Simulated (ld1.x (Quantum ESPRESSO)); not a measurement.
# Pseudopotential generation for fluorine: TM, revPBE, non-relativistic.

```
Element                 : fluorine
Generator               : ld1.x (Quantum ESPRESSO) 7.5
Type                    : norm-conserving Troullier–Martins (Kleinman–Bylander form)
Functional              : revPBE
Relativity              : non-relativistic
Frozen core             : [He]
Valence charge          : 7
Reference configuration : 2s1.5 2p5.5
Partial waves           : 2s (bound): rc 0.75 bohr; 2p (bound): rc 0.95 bohr
Local potential         : all-electron potential smoothed inside 0.65 bohr (lloc = -1)
Core correction         : none
```

All-electron outer shells of the reference configuration (revPBE, non-relativistic, ld1.x):

```tsv
shell	level (eV)	outermost node (bohr)	outermost maximum (bohr)
2s	-30.09	0.24	0.76
2p	-11.27	–	0.71
```

Calculated quality:

- Cutoffs needed: 140 Ry and 260 Ry (the cutoffs (Ry, on a coarse ladder) from which the occupation-weighted sum of valence levels, in a spherical-Bessel basis at the reference potential, stays within 10 and 1 mRy of its value at 400 Ry)
- Ghost test: no extra level below or beside the all-electron valence levels (s, p, d, f tested) (spherical-Bessel basis up to 400 Ry, 20 bohr box)
- Largest excitation error: +186 meV (all-electron minus pseudo) for 2s2 2p2, out of 7 test configurations

Generation and tests took about 1.4 s on one core of a shared server CPU.
